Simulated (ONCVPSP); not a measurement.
**What one change does to a pseudopotential (Ce, ONCV)**

```json
{"Element": "cerium (Ce)", "Generator": "ONCVPSP 4.0.1", "Type": "optimised norm-conserving Vanderbilt (ONCV)", "Functional": "LDA (Perdew-Wang 92)", "Relativity": "scalar-relativistic", "Frozen core": "[Kr] 4d10", "Valence charge": "12", "Reference configuration": "4f1 5s2 5p6 5d1 6s2", "Partial waves": "5s+6s: rc 2.55 bohr, ncon 4, nbas 8, qcut 4.7 1/bohr, 2 projectors; 5p: rc 1.85 bohr, ncon 3, nbas 6, qcut 5.1 1/bohr, 2 projectors, debl 3.8 Ha; 5d: rc 3.55 bohr, ncon 4, nbas 9, qcut 5.3 1/bohr, 2 projectors, debl 1.5 Ha; 4f: rc 1.60 bohr, ncon 4, nbas 8, qcut 11.2 1/bohr, 2 projectors, debl 0.5 Ha", "Local potential": "polynomial inside 1.25 bohr (lpopt 4, dvloc0 0 Ha)", "Core correction": "Teter function, fcfact 5, rcfact 1.75"}
```

Change: all radii but the core radius scaled by about 0.85 (s 2.18, p 1.58, d 3.04, f 1.36 bohr); local potential polynomial inside 1.06 bohr (lpopt 4, dvloc0 0 Ha).

Cutoffs: the cutoffs (Ha) at which the residual kinetic energy of the hardest occupied pseudo-wave falls to 1 and 0.1 mHa per electron; they do not see the model core or the augmentation charge, which bear on the density cutoff. Errors are all-electron minus pseudo energies relative to the spin-unpolarised reference configuration.

Task: What does the change do?

Result: The potential gets harder (51 Ha and 56 Ha → 58 Ha and 98 Ha); a bound ghost appears in s, which as a rule spoils a file; the lowest positive-energy flag moves from s at 18.6 eV to p at 144.3 eV; the errors of the 4 common tests hardly move. A smaller radius makes the pseudo-wave follow the all-electron one further in, where it bends more sharply, so more plane waves are needed.

| quantity | base | changed |
| --- | --- | --- |
| cutoff, loose | 51 Ha | 58 Ha |
| cutoff, tight | 56 Ha | 98 Ha |
| loose cutoff by channel | s 7.4 Ha, p 11 Ha, d 6.4 Ha, f 51 Ha | s 9.0 Ha, p 15 Ha, d 6.5 Ha, f 58 Ha |
| bound ghosts | none | s |
| GHOST(+) flags under 300 eV | s at 18.6 eV | p at 144.3 eV |
| error for 4f1 5s2 5p6 5d1 6s1, meV [ΔE 6.27 eV] | -2.2 | -2.1 |
| error for 4f1 5s2 5p6 5d1 6s0, meV [ΔE 17.61 eV] | -11 | -10 |
| error for 4f1 5s2 5p6 5d0 6s0, meV [ΔE 36.94 eV] | -36 | -37 |
| error for 4f1 5s2 5p5 5d1 6s2, meV [ΔE 27.98 eV] | -44 | -43 |
| rms error of d²Exc/dni dnj with the model core, mHa | 3.91 | 3.99 |

 A true bound ghost makes a file unfit for plane-wave use even where its test errors are small: the radial tests pick states by their node count and pass the ghost by.
